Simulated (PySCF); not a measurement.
**Electron correlation in La⁴⁵⁺ (lanthanum, charge +45)**

[Ne] 3s2, closed-shell 1S. Computed with PySCF 2.14 in an even-tempered Gaussian basis (18 s from 9.6 bohr⁻², ratio 2.5; 12 p from 12 bohr⁻², ratio 2.5; 4 d from 46 bohr⁻², ratio 2.7; 4 f from 69 bohr⁻², ratio 2.7), with scalar relativity by spin-free X2C-1e. Frozen: 1s2; 10 electrons correlated; the 21 highest virtual orbitals of each spin left out.

| level | correlation energy (mhartree) |
| --- | --- |
| CCSD | -488.87 |
| (T) | -0.76 |
| CCSD(T) | -489.63 |

Diagnostics: T1 = 0.00019, D1 = 0.0006, largest double amplitude 0.051.

Task: Is a single reference adequate?

Result: Yes, within this model without spin-orbit coupling: T1 lies below 0.03 and no double amplitude reaches 0.07.

At this charge the one-electron X2C treatment keeps the bare 1/r₁₂, with no two-electron picture change or Breit term. The effect here is smaller than on the frozen 1s shell; and a scalar Hamiltonian misses the large spin-orbit splitting of the p shells, which matters for ns² → np² pairs.
